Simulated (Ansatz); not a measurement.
CH₄BClN₂ (`N=C(Cl)BN`), relaxed with RKS PBE0-D4/def2-TZVP in the Gaussian-basis code of Ansatz from a PBE-D4/def2-SVP geometry. The force threshold is 0.005 eV/Å; the program also tests the step.

Total charge 0; spin multiplicity 1.

Start:

```xyz
9

N     0.240    0.235    2.104
C    -0.185    0.209    0.914
Cl   -1.889    0.784    0.484
B     0.658   -0.305   -0.333
N     0.099   -0.279   -1.604
H    -0.444    0.600    2.788
H     1.784   -0.717   -0.151
H    -0.853    0.067   -1.760
H     0.588   -0.595   -2.442
```

By how much does the energy fall, and how many steps does the optimiser take? (Estimate.)

The calculation gave: 0.05 eV, in 7 steps.

Which bonds change most? (Best estimate.)

Ansatz gave: C2–Cl3 from 1.849 to 1.804 Å; B4–H7 from 1.213 to 1.191 Å; N5–H8 from 1.025 to 1.009 Å; N1–H6 from 1.034 to 1.019 Å.

Give the relaxed structure. (Best estimate.)

Ansatz gave: 
```xyz
9

N     0.234    0.227    2.076
C    -0.197    0.213    0.903
Cl   -1.862    0.790    0.517
B     0.646   -0.299   -0.333
N     0.099   -0.280   -1.597
H    -0.429    0.586    2.761
H     1.752   -0.694   -0.138
H    -0.837    0.052   -1.774
H     0.594   -0.594   -2.414
```
